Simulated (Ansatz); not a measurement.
Consider the cleavage of the B–Si bond: `C[SiH](F)B[SiH3]` + `CN[SiH3]` → `CN([SiH3])B[SiH3]` + `C[SiH2]F`.

Computed with Ansatz on PBE0-D4/def2-TZVP structures; ΔE is electronic, products minus reactants. CBS: MP2 limit from def2 TZ/QZ plus the TZ coupled-cluster correction, frozen cores. DFT in def2-TZVPP. B3LYP here is the variant with VWN-RPA as its local correlation; programs differ in this. Each species was taken in one conformer, which may not be the lowest.

| level | ΔE (kJ/mol) | difference from CCSD(T)/CBS |
| --- | --- | --- |
| PBE-D4 | -157.7 | 7.6 |
| r2SCAN-D4 | -160.3 | 5.0 |
| PBE0-D4 | -157.8 | 7.5 |
| B3LYP-D4 | -163.2 | 2.1 |
| ωB97M-V | -166.4 | -1.1 |
| PBE | -153.7 | 11.6 |
| r2SCAN | -159.3 | 6.0 |
| PBE0 | -154.4 | 10.9 |
| HF/def2-TZVPP | -150.2 | 15.1 |
| MP2/def2-TZVPP | -176.6 | -11.3 |
| SCS-MP2/def2-TZVPP | -172.1 | -6.8 |
| CCSD/def2-TZVPP | -163.3 | 2.0 |
| MP2/def2-QZVPP | -175.2 | -9.9 |
| SCS-MP2/def2-QZVPP | -170.6 | -5.3 |
| MP2/CBS(def2) | -174.0 | -8.7 |
| CCSD/CBS(def2) | -160.7 | 4.6 |
| CCSD(T)/CBS | -165.3 | 0 |

Largest T1 diagnostic among the species: 0.013.

In def2-TZVPP, CCSD(T) changes the Hartree–Fock value by −17.6 kJ/mol (the triples alone add −4.6 kJ/mol) and MP2 by −26.3 kJ/mol. The D4 term adds −6.5 kJ/mol with B3LYP and −3.4 kJ/mol with PBE0; it sums over pairs of atoms, weighted by their polarisabilities, and B3LYP, whose exchange is more repulsive, gets the larger term.
